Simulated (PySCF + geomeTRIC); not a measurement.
Species: C2H4BN, SMILES `BCC#N` (H–B–C–C torsion 89°) (charge 0, multiplicity 1).

Q: Give a relaxed geometry from M06-2X/def2-TZVP run with PySCF + geomeTRIC.

A: Several could match; the one computed here: the end point of this relaxation, one of several conformers (outside a Z-matrix the atoms follow the SMILES, hydrogens last).
Bond lengths (Å): B1–C2 1.585, B1–H5 1.186, B1–H6 1.186, C2–C3 1.460, C2–H7 1.090, C2–H8 1.090, C3–N4 1.147. Angles (°): C2–B1–H5 119.5, C2–B1–H6 119.4, H5–B1–H6 121.0, B1–C2–C3 102.1, B1–C2–H7 113.8, B1–C2–H8 113.8, C3–C2–H7 108.4, C3–C2–H8 108.4, H7–C2–H8 109.8, C2–C3–N4 176.1.
